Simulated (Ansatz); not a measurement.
The cluster Ga₄F₅⁺. Charge 1, multiplicity 1. Geometry PBE0-D4/def2-SVP; atoms count from 1.

```tsv
atom	x (Å)	y (Å)	z (Å)
Ga1	-2.045	0.215	2.376
Ga2	1.283	0.312	0.505
Ga3	0.380	-1.916	-2.461
Ga4	-0.633	1.038	-0.773
F5	-2.148	0.974	0.237
F6	0.030	-0.141	1.807
F7	1.239	-1.192	-0.592
F8	-0.942	-0.090	-2.170
F9	2.834	0.801	1.073
```

Another isomer (singlet) lies 0.70 eV lower at PBE0-D4/def2-TZVP; other spin states weren't run for this one.

(1) Estimate the Mulliken populations from the PBE0/def2-TZVP orbitals of Ansatz.

(2) And the Mayer bond orders between heavy atoms (over 0.3)?

Results:

(1) 
```tsv
atom	charge (e)
Ga1	0.69
Ga2	0.81
Ga3	0.69
Ga4	0.63
F5	-0.37
F6	-0.38
F7	-0.38
F8	-0.37
F9	-0.30
```
Mulliken values depend strongly on the basis.

(2) Ga2–Ga4 0.82 (2.41 Å); Ga2–F6 0.64 (1.86 Å); Ga2–F7 0.64 (1.86 Å); Ga2–F9 1.09 (1.72 Å); Ga4–F5 0.74 (1.82 Å); Ga4–F8 0.74 (1.82 Å).
